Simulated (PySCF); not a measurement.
## NaGa: frontier orbitals

r²SCAN at R = 3.114 Å; Na 6-31G(d,p), Ga 6-31G(d,p); no relativity (PySCF 2.14). State: ¹Σ⁺ (singlet), closed shell. Only the outer orbitals are listed, counted within each symmetry.

```json
{"orbital": "1δ", "occ.": "2", "ε (eV)": "-20.28", "on Na (%)": "0", "main shells (%)": "100 Ga d"}
{"orbital": "1δ", "occ.": "2", "ε (eV)": "-20.28", "on Na (%)": "0", "main shells (%)": "100 Ga d"}
{"orbital": "4π", "occ.": "2", "ε (eV)": "-20.04", "on Na (%)": "0", "main shells (%)": "100 Ga d"}
{"orbital": "4π", "occ.": "2", "ε (eV)": "-20.04", "on Na (%)": "0", "main shells (%)": "100 Ga d"}
{"orbital": "9σ", "occ.": "2", "ε (eV)": "-19.97", "on Na (%)": "0", "main shells (%)": "100 Ga d"}
{"orbital": "10σ", "occ.": "2", "ε (eV)": "-8.61", "on Na (%)": "5", "main shells (%)": "94 Ga s"}
{"orbital": "11σ", "occ.": "2", "ε (eV)": "-3.03", "on Na (%)": "44", "main shells (%)": "55 Ga p, 43 Na s"}
{"orbital": "5π", "occ.": "0", "ε (eV)": "-2.26", "on Na (%)": "10", "main shells (%)": "90 Ga p, 10 Na p"}
{"orbital": "5π", "occ.": "0", "ε (eV)": "-2.26", "on Na (%)": "10", "main shells (%)": "90 Ga p, 10 Na p"}
{"orbital": "12σ", "occ.": "0", "ε (eV)": "-1.48", "on Na (%)": "72", "main shells (%)": "51 Na s, 28 Ga p, 21 Na p"}
```

Task: Which are the highest filled and the lowest empty level, where do they sit, and how wide is the gap?

Result: Highest filled 11σ at -3.03 eV (in %: 55 Ga p, 43 Na s); lowest empty 5π at -2.26 eV (in %: 90 Ga p, 10 Na p); the gap at r²SCAN is 0.77 eV.

* bond order (Mayer): 1.07
* ⟨S²⟩: 0.000
* charge on Na (Mulliken, basis-dependent): 0.02
* charge on Na (Löwdin, basis-dependent): -0.02
* dipole moment (positive dipole means Na(−)Ga(+)): -2.06 D

Closed-shell solutions of metal pairs were not tested for spin polarisation, which can lower them a little.
